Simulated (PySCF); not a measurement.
FGe, SMILES [Ge][F] (connectivity only; charge and spin as stated), charge +1, multiplicity 1. The structure is a stationary point at PBE-D3(BJ)/def2-TZVPD. The multiplicity is an assumed one; other spin states were not compared.

TDDFT-B3LYP/def2-TZVPD run with PySCF puts the lowest singlet excitations at 6.66, 6.66, 7.00, 7.14, 7.14, 8.28 eV.

What are the lowest excitation roots from PySCF with ADC(2)/aug-cc-pVDZ? (An estimate is asked for; the answer gives what the named calculation found.)

6.49, 6.49, 6.94, 6.94, 6.99, 7.26 eV. S1 differs by -0.18 eV (second minus first; roots are paired by order, and the bases may differ).
